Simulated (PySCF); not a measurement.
# Ge²⁰⁺: ionisation energy

Ge²⁰⁺ [Ne] 3s2 → Ge²¹⁺ [Ne] 3s1 [3s1/2^1, M_J = 1/2], as a difference of total energies. All numbers are calculated (PySCF 2.14, the two-component X2C-1e Hamiltonian, in an uncontracted even-tempered set (19 s from 2.3 bohr⁻², ratio 2.4; 13 p from 2.9 bohr⁻², ratio 2.4; 5 d from 10 bohr⁻², ratio 2.6; 4 f from 16 bohr⁻², ratio 2.6)). Correlated levels: 1s2 frozen; the 52 highest virtual spinors dropped. "Screened" scales the spin-orbit matrix elements by Boettger's factors to mimic the two-electron term; Breit and QED terms are absent.

```csv
method,ionisation energy (eV)
GHF (screened spin-orbit),832.79
GMP2 (screened spin-orbit),835.45
```

How much does correlation contribute at GMP2 (screened spin-orbit)?

835.45 − (832.79) = 2.66 eV, measured against GHF (screened spin-orbit).

Breit and QED terms and the two-electron picture change are absent.

For comparison: 837.1 ± 1 eV (semi-empirical (NIST evaluation); NIST Atomic Spectra Database, ionization energies).
